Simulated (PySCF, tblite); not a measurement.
Isomers of C7H16Si2, one GFN2-xTB conformer each. Single-point energies are computed at PBE0/pcSseg-1 (PySCF, gas phase, no added dispersion term), electronic only.

| SMILES | GFN2-xTB relative energy (kJ/mol) |
| --- | --- |
| C[C@@H]1C[C@@H]2C[C@@]1(C)[SiH2][SiH2]2 | 0.0 |
| C=CC[C@@H](C)/C([SiH3])=C/[SiH3] | 159.3 |

Conformers: `[CH2:1]=[CH:2][CH2:3][C@@H:4]([CH3:5])/[C:6]([SiH3:7])=[CH:8]/[SiH3:9]` with C1–C2–C3–C4 107°, C2–C3–C4–C5 66°, C3–C4–C6–Si7 -61°.

What does PBE0/pcSseg-1 give for the same structures?

```csv
SMILES,PBE0/pcSseg-1 E (Eh),PBE0/pcSseg-1 (kJ/mol),GFN2-xTB (kJ/mol),point group
C[C@@H]1C[C@@H]2C[C@@]1(C)[SiH2][SiH2]2,-854.72116,0.0,0.0,C1
C=CC[C@@H](C)/C([SiH3])=C/[SiH3],-854.65040,185.8,159.3,C1
```

Both levels put the same isomer lowest. As drawn, the lower has an Si–Si bond, which the higher lacks; the higher has a C=C bond outside aromatic rings, which the lower lacks.

Which frontier levels, dipoles and rotational constants go with these structures?

```json
{"SMILES": "C[C@@H]1C[C@@H]2C[C@@]1(C)[SiH2][SiH2]2", "HOMO (eV, PBE0/pcSseg-1)": "-7.33", "LUMO (eV)": "0.15", "dipole (D)": "0.80", "A, B, C (MHz)": "1718, 1114, 870.5"}
{"SMILES": "C=CC[C@@H](C)/C([SiH3])=C/[SiH3]", "HOMO (eV, PBE0/pcSseg-1)": "-7.35", "LUMO (eV)": "-0.85", "dipole (D)": "0.92", "A, B, C (MHz)": "1766, 549.9, 493.0"}
```

What happens when harmonic zero-point energies from GFN2-xTB frequencies are added?

```tsv
SMILES	ZPE (kJ/mol)	electronic (kJ/mol)	with ZPE (kJ/mol)
C[C@@H]1C[C@@H]2C[C@@]1(C)[SiH2][SiH2]2	542.8	0.0	0.0
C=CC[C@@H](C)/C([SiH3])=C/[SiH3]	511.4	185.8	154.4
```

The zero-point energies span 31.4 kJ/mol. The order is unchanged.
